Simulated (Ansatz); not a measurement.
`Cl[Si](Cl)(Cl)[SnH3]` and `[Cl][SnH2][Si](Cl)(Cl)Cl` differ in one atom or group.

Ansatz, PBE0-D4/def2-TZVP geometries, multiplicity 1. Each molecule was computed in one conformer, which needn't be the lowest.

Elements past krypton have def2 core potentials.

```
                                        property  `Cl[Si](Cl)(Cl)[SnH3]`
         HOMO–LUMO gap (ωB97M-V/def2-TZVPP) / eV                   11.05
              HOMO energy (PBE0/def2-TZVPP) / eV                   -8.21
           HOMO energy (ωB97M-V/def2-TZVPP) / eV                  -10.17
  size of the dipole moment (PBE/def2-TZVPP) / D                    1.46
size of the dipole moment (B3LYP/def2-TZVPP) / D                    1.56
               LUMO energy (PBE/def2-TZVPP) / eV                   -1.66
```

Question: Give the same properties after the change, and the shifts. (Best estimate.)

Answer: Computed: 
```
                                        property  `[Cl][SnH2][Si](Cl)(Cl)Cl`  shift
         HOMO–LUMO gap (ωB97M-V/def2-TZVPP) / eV                       10.55  -0.50
              HOMO energy (PBE0/def2-TZVPP) / eV                       -8.26  -0.05
           HOMO energy (ωB97M-V/def2-TZVPP) / eV                      -10.24  -0.07
  size of the dipole moment (PBE/def2-TZVPP) / D                        1.97   0.51
size of the dipole moment (B3LYP/def2-TZVPP) / D                        2.08   0.52
               LUMO energy (PBE/def2-TZVPP) / eV                       -2.25  -0.59
```

With PBE0 the HOMO falls by 0.05 eV and the LUMO falls by 0.66 eV, so the gap narrows by about 0.61 eV. PBE moves the HOMO by 0.02 eV and ωB97M-V by -0.07 eV. Dipoles are sizes alone; their direction can turn.

B3LYP here is the variant with VWN-RPA as its local correlation; programs differ in this.
